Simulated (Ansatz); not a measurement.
`B[SiH2]CF` and `[CH3][AlH][SiH2]CF` differ in one atom or group.

Ansatz, PBE0-D4/def2-TZVP geometries, multiplicity 1. Each molecule was computed in one conformer, which needn't be the lowest. `[CH3][AlH][SiH2]CF` holds a close contact that its SMILES doesn't draw: F···Al 2.06 Å.

```tsv
property	`B[SiH2]CF`
HOMO–LUMO gap (ωB97M-V/def2-TZVPP) / eV	9.88
HOMO–LUMO gap (PBE/def2-TZVPP) / eV	3.27
HOMO energy (PBE0/def2-TZVPP) / eV	-8.31
LUMO energy (ωB97M-V/def2-TZVPP) / eV	-0.66
HOMO–LUMO gap (B3LYP/def2-TZVPP) / eV	5.27
LUMO energy (PBE/def2-TZVPP) / eV	-3.63
```

Problem. Give the same properties after the change, and the shifts. (An estimate is asked.)

Solution. Computed: 
```
                               property  `[CH3][AlH][SiH2]CF`  shift
HOMO–LUMO gap (ωB97M-V/def2-TZVPP) / eV                  9.93   0.05
    HOMO–LUMO gap (PBE/def2-TZVPP) / eV                  4.32   1.05
     HOMO energy (PBE0/def2-TZVPP) / eV                 -6.91   1.40
  LUMO energy (ωB97M-V/def2-TZVPP) / eV                  1.01   1.67
  HOMO–LUMO gap (B3LYP/def2-TZVPP) / eV                  5.89   0.62
      LUMO energy (PBE/def2-TZVPP) / eV                 -1.54   2.09
```

With PBE0 the HOMO rises by 1.40 eV and the LUMO rises by 1.98 eV, so the gap widens by about 0.58 eV. PBE moves the HOMO by 1.04 eV and ωB97M-V by 1.62 eV. The zero-point energy changes by 61.4 kJ/mol with +9 modes.

B3LYP here is the variant with VWN-RPA as its local correlation; programs differ in this.
